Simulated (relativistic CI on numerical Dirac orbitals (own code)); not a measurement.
Nb2+ (4d3) in a crystal field

Calculated by Dirac-Coulomb-Breit CI, separate exchange-only KLI orbitals for each configuration, model QED, valence Slater integrals scaled by 0.65, one configuration in a parametric crystal field (own radial code).

Field parameters in Wybourne normalisation: D3d B²₀ = −7Dσ, B⁴₀ = −14Dq − 21Dτ, B⁴₃ = −14√(10/7) Dq. The field is a parameter set, without covalency.

S and J are read from ⟨S²⟩ = S(S + 1) and ⟨J²⟩ = J(J + 1) of each level; they are not fictitious spins.

D3d, 10Dq = 18650, Dσ = -1200, Dτ = 20 cm⁻¹, the lowest 10 levels:

| E (cm⁻¹) | Degeneracy | Irrep | S | J |
| --- | --- | --- | --- | --- |
| 0.0 | 2 | Γ4 | 1.50 | 3.42 |
| 9.7 | 2 | Γ5+Γ6 | 1.50 | 3.43 |
| 7680 | 2 | Γ4 | 0.51 | 3.90 |
| 8014 | 2 | Γ5+Γ6 | 0.50 | 3.66 |
| 8916 | 2 | Γ4 | 0.50 | 3.82 |
| 8981 | 2 | Γ5+Γ6 | 0.50 | 4.40 |
| 9560 | 2 | Γ4 | 0.50 | 3.74 |
| 13565 | 2 | Γ4 | 0.51 | 3.50 |
| 15489 | 2 | Γ5+Γ6 | 0.52 | 3.54 |
| 16053 | 2 | Γ4 | 0.52 | 3.90 |

Principal g values of the ground doublet: 1.94, 3.84, 3.84.

D3d, 10Dq = 18650, Dσ = -980, Dτ = 20 cm⁻¹, the lowest 10 levels:

| E (cm⁻¹) | Degeneracy | Irrep | S | J |
| --- | --- | --- | --- | --- |
| 0.0 | 2 | Γ4 | 1.50 | 3.42 |
| 8.1 | 2 | Γ5+Γ6 | 1.50 | 3.43 |
| 8070 | 2 | Γ4 | 0.51 | 3.93 |
| 8338 | 2 | Γ5+Γ6 | 0.50 | 3.70 |
| 8973 | 2 | Γ4 | 0.50 | 3.81 |
| 9047 | 2 | Γ5+Γ6 | 0.50 | 4.36 |
| 9517 | 2 | Γ4 | 0.50 | 3.76 |
| 13674 | 2 | Γ4 | 0.51 | 3.53 |
| 15066 | 2 | Γ5+Γ6 | 0.51 | 3.53 |
| 15575 | 2 | Γ4 | 0.51 | 3.88 |

Principal g values of the ground doublet: 1.94, 3.85, 3.85.

D3d, 10Dq = 18650, Dσ = -760, Dτ = 20 cm⁻¹, the lowest 16 levels:

| E (cm⁻¹) | Degeneracy | Irrep | S | J |
| --- | --- | --- | --- | --- |
| 0.0 | 2 | Γ4 | 1.50 | 3.43 |
| 6.4 | 2 | Γ5+Γ6 | 1.50 | 3.43 |
| 8403 | 2 | Γ4 | 0.51 | 3.95 |
| 8594 | 2 | Γ5+Γ6 | 0.50 | 3.76 |
| 9037 | 2 | Γ4 | 0.50 | 3.82 |
| 9118 | 2 | Γ5+Γ6 | 0.50 | 4.31 |
| 9474 | 2 | Γ4 | 0.50 | 3.77 |
| 13787 | 2 | Γ4 | 0.51 | 3.55 |
| 14706 | 2 | Γ5+Γ6 | 0.51 | 3.52 |
| 15144 | 2 | Γ4 | 0.51 | 3.85 |
| 18206 | 2 | Γ4 | 1.50 | 3.27 |
| 18264 | 2 | Γ4 | 1.50 | 3.37 |
| 18324 | 2 | Γ5+Γ6 | 1.50 | 3.43 |
| 18396 | 2 | Γ4 | 1.50 | 3.52 |
| 19582 | 2 | Γ5+Γ6 | 1.49 | 3.41 |
| 19608 | 2 | Γ4 | 1.50 | 3.51 |

Principal g values of the ground doublet: 1.94, 3.85, 3.85.

The free-ion ground term has S = 3/2. Every field shown keeps that spin.

Levels of this model without a field, named by their leading LS term (the scale mimics covalency, so terms lie below those of the real free ion): ⁴F3/2 0, ⁴F5/2 455, ⁴F7/2 1038, ⁴F9/2 1712, ⁴P1/2 7373, ⁴P3/2 7425, ²G7/2 7937, ⁴P5/2 8117 cm⁻¹.
